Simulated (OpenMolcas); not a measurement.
## Zr3+ in a point-charge field

Zr3+ among 6 point charges of -1.7 e arranged as a tetragonal octahedron (D4h), 2.1 Å from the ion, with the axial distance 2.121 Å. The active orbitals were held to one l.

| Item | Value |
| --- | --- |
| Program | OpenMolcas |
| Method | CASSCF |
| Basis | ANO-RCC-VDZP [6s5p3d1f] |
| Scalar Hamiltonian | DKH2, point nucleus |
| Active space | 1 electron in 5 orbitals (4d) |
| State averaging | 2S+1 = 2 even, 5 roots |
| Spin-orbit coupling | state interaction with AMFI integrals over the reference wave functions |

The lowest spin-free states (labels of D4, the rotations of D4h), above the lowest:

```
State  Degeneracy  E (cm-1)  Free-ion L (%)
   2E           2       0.0         D (100)
  2B2           1     346.7         D (100)
  2A1           1     17937         D (100)
  2B1           1     18762         D (100)
```

The lowest levels with spin-orbit coupling:

```
E (cm-1)  Degeneracy  Label  2S+1               g
     0.0           2   E1/2     2  0.00 0.15 0.15
   182.3           2   E3/2     2  0.55 0.55 1.87
   773.8           2   E3/2     2  0.33 2.60 2.60
   18170           2   E1/2     2  2.00 2.15 2.15
   18994           2   E3/2     2  2.05 2.05 2.20
```

Powder χT (cm3 K/mol): 0.00302 at 2 K, 0.00951 at 10 K, 0.0425 at 50 K, 0.0889 at 100 K, 0.177 at 200 K, 0.251 at 300 K. The effective moment at 300 K is 2.828 √(χT) = 1.42 μB.

The lowest level has 2S+1 = 2, for which the spin-only value is χT = S(S+1) / 2 = 0.375 cm3 K/mol (g = 2). The computed 0.251 at 300 K differs by -0.124, through orbital momentum, spin-orbit coupling and any other state in reach.

An orbital doublet at a regular site is open to a Jahn-Teller distortion, which this geometry leaves out. Point charges carry no covalency, so the field is a model and not that of real ligands. No measured value stands beside these numbers.
